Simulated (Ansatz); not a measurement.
A run for Ansatz (a program for electronic structure): R-r2SCAN/def2-TZVPP on CH5AlS (SMILES [CH3][AlH][SH]), a point of a torsion scan.

Ansatz 0.2 input:
```yaml
crystal:
  periodic: [false, false, false]
  atoms:
    - {symbol: C, position_ang: [-1.39643664, -0.18750752, 0.05296901]}
    - {symbol: Al, position_ang: [0.30383156, 0.73297227, -0.36817395]}
    - {symbol: S, position_ang: [0.63644326, 2.88957834, -0.10669248]}
    - {symbol: H, position_ang: [-2.26185979, 0.41551055, -0.25066101]}
    - {symbol: H, position_ang: [-1.48695271, -1.16022523, -0.44071294]}
    - {symbol: H, position_ang: [-1.51676177, -0.36712901, 1.12806939]}
    - {symbol: H, position_ang: [1.55932399, 0.03404401, -0.92913565]}
    - {symbol: H, position_ang: [1.90787663, 2.73940424, -0.47861278]}
basis:
  gaussian:
    orbitals: def2-TZVPP
hamiltonian:
  xc: {name: r2SCAN}
scf: {lower_state_search: off}
```

Q: What total energy does the run end on?

A: -681.7335 hartree.

Q: How many basis functions does it have, and what does it roughly cost on one machine?

A: 185 functions; roughly 5 core-seconds.
